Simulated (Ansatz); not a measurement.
Geometry optimisation, UKS B3LYP/def2-SVP in Ansatz 0.2.0.

Input:

```yaml
crystal:
  periodic: [false, false, false]
  atoms:
    - { symbol: Ga, position_ang: [0.0, 0.0, -0.100704] }
    - { symbol: Cl, position_ang: [0.0, 0.0, 2.108941] }
    - { symbol: Cl, position_ang: [1.863184, 0.0, -1.138048] }
    - { symbol: Cl, position_ang: [-1.863184, 0.0, -1.138048] }
    - { symbol: Cl, position_ang: [0.0, 0.0, 5.347859] }
magnetization:
  spin_polarized: true
  initial_magnetization: 1
basis:
  gaussian: { orbitals: def2-SVP }
hamiltonian:
  xc: b3lyp
relax:
  f_tol: 0.03
  max_steps: 50
```

Launched with:

```bash
$ ansatz run input.yaml --threads 4 --pin off --max-ram 5120MiB --backend cpu --events-out ev --progress --plain --runs-dir out
```

Question: Where does it end, and by what steps?

Answer: The run converged. The force dipped under the threshold on the way, but the program's further checks kept it going. After 5 steps the energy has fallen by 0.032 eV; Cl5 moved furthest, 0.11 Å.

| step | energy less start (eV) | largest force component (eV/Å) | accepted |
| --- | --- | --- | --- |
| 0 | 0.0000 | 0.912 | yes |
| 1 | -0.0297 | 0.256 | yes |
| 2 | -0.0315 | 0.037 | yes |
| 3 | -0.0316 | 0.015 | yes |
| 4 | -0.0318 | 0.011 | yes |
| 5 | -0.0321 | 0.010 | yes |

```xyz
5
Properties=species:S:1:pos:R:3
Ga 0.000 0.000 -0.049
Cl 0.000 0.000 2.096
Cl 1.856 0.000 -1.103
Cl -1.856 0.000 -1.103
Cl 0.000 0.000 5.239
```

Whether the end is a true minimum wasn't checked by a vibrational analysis.

Run time: 38 s on 4 threads of Arm Neoverse V1 (shared host), peak memory 0.49 GiB.
